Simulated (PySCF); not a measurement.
Computed spin Hamiltonian

Compound: C2H11FNSi3 (doublet state).
Atom-mapped SMILES: `[CH3:1][SiH2:2][SiH:3][C@@H:4]([F:5])[SiH2:6][NH2:7]` (hydrogens: H8, H9, H10 on C1; H11, H12 on Si2; H13 on Si3; H14 on C4; H15, H16 on Si6; H17, H18 on N7)

Cartesian coordinates in Å at the GFN2-xTB level; atoms count from 1:
```
atom  x, y, z in Å
C1     2.531    0.885   -0.218
Si2    2.220   -0.972    0.060
Si3    0.452   -1.597   -1.250
C4    -1.305   -0.945   -0.778
F5    -1.751   -1.729    0.312
Si6   -1.504    0.904   -0.280
N7    -3.115    1.419    0.036
H8     3.431    1.207    0.298
H9     1.707    1.489    0.149
H10    2.661    1.111   -1.272
H11    3.394   -1.708   -0.444
H12    2.242   -1.180    1.521
H13    0.214   -3.037   -1.482
H14   -2.011   -1.187   -1.583
H15   -0.786    1.103    0.977
H16   -1.031    1.694   -1.415
H17   -3.757    1.527   -0.733
H18   -3.600    1.022    0.826
```

The hyperfine couplings belong to this conformer and change with its torsions.

Method used: UKS B3LYP, pcH-1 on C F H N Si, non-relativistic, mean-field spin-orbit, GIAO in PySCF 2.14.0. The structure is a single GFN2-xTB conformer in the gas phase; no vibrational or solvent corrections. The geometry wasn't refined by DFT: couplings that depend on bond lengths, twists or pyramidal angles can differ widely from those at the functional's own minimum, by a factor of two or more for some ions and for spin on atoms past the first row. No stability test was run, so a lower SCF solution isn't excluded.

```
g1, g2, g3                      : 2.00208, 2.00326, 2.00549
g_iso                           : 2.00361
Form of g                       : rhombic: the two nearest values differ by 34 % of g3 − g1
⟨S²⟩                            : 0.7525 (exact 0.7500)
HOMO–LUMO gap, α and β orbitals : 5.61, 3.91 eV
```

Isotropic coupling and dipolar principal values T1 to T3, in G (MHz turned into gauss with g_iso; 10 G = 1 mT):

```csv
atom,isotope,a_iso,of which spin–orbit,T1,T2,T3,Mulliken spin population
C1,13C,1.3,0.0,-0.2,-0.1,0.3,0.00
Si2,29Si,-11.4,0.0,-3.0,0.8,2.2,0.02
Si3,29Si,-115.5,0.3,-61.9,30.6,31.3,0.94
C4,13C,10.7,0.0,-1.0,-0.7,1.7,0.00
F5,19F,67.7,0.3,-29.0,-25.4,54.5,0.03
Si6,29Si,0.8,0.0,-0.2,0.0,0.2,0.00
N7,14N,0.0,0.0,0.0,0.0,0.0,0.00
H8,1H,-0.5,0.0,-0.4,-0.2,0.6,0.00
H9,1H,0.2,0.0,-0.5,-0.4,0.9,0.00
H10,1H,0.0,0.0,-0.8,-0.5,1.3,0.00
H11,1H,-1.4,0.0,-0.9,-0.4,1.4,0.00
H12,1H,25.4,0.0,-0.8,-0.1,0.9,0.04
H13,1H,1.5,0.0,-3.5,0.6,2.9,-0.02
H14,1H,0.3,0.0,-1.5,-0.6,2.1,0.00
H15,1H,0.4,0.0,-0.4,-0.4,0.8,0.00
H16,1H,2.5,0.0,-0.6,-0.4,1.1,0.00
H17,1H,0.0,0.0,-0.2,-0.1,0.3,0.00
H18,1H,0.1,0.0,-0.2,-0.2,0.3,0.00
```

The largest Mulliken spin population is on Si3 (+0.94). The angles at Si3 add up to 339.5°, so it is pyramidal.

Under fast tumbling the dipolar parts average out, and these isotropic splittings remain: 1 × 19F (F5, I = 1/2, 2 lines) with 6.77 mT, 1 × 1H (H12, I = 1/2, 2 lines) with 2.54 mT, 1 × 1H (H16, I = 1/2, 2 lines) with 0.25 mT, 1 × 1H (H13, I = 1/2, 2 lines) with 0.15 mT, 1 × 1H (H11, I = 1/2, 2 lines) with 0.14 mT and 1 × 1H (H15, I = 1/2, 2 lines) with 0.04 mT.

The 13C coupling of C4 (30.1 MHz) shows only in satellite lines or after enrichment, since that isotope makes up about 1.07 % of natural carbon.

The 29Si coupling of Si3 (-323.9 MHz) shows only in satellite lines or after enrichment, since that isotope makes up about 4.7 % of natural silicon.

β density exceeds α density at some nuclei, such as Si6 (-0.0027), spin density in bohr⁻³. In a single determinant that takes different orbitals for the two spins, that is spin polarisation.

On one thread, Arm Neoverse V1 (aarch64), no GPU, shared host with 32 logical CPUs at a one-minute load of 13, this took 2.1 min (with the writing of density and orbital grids) and 1.1 GiB of memory at its peak.
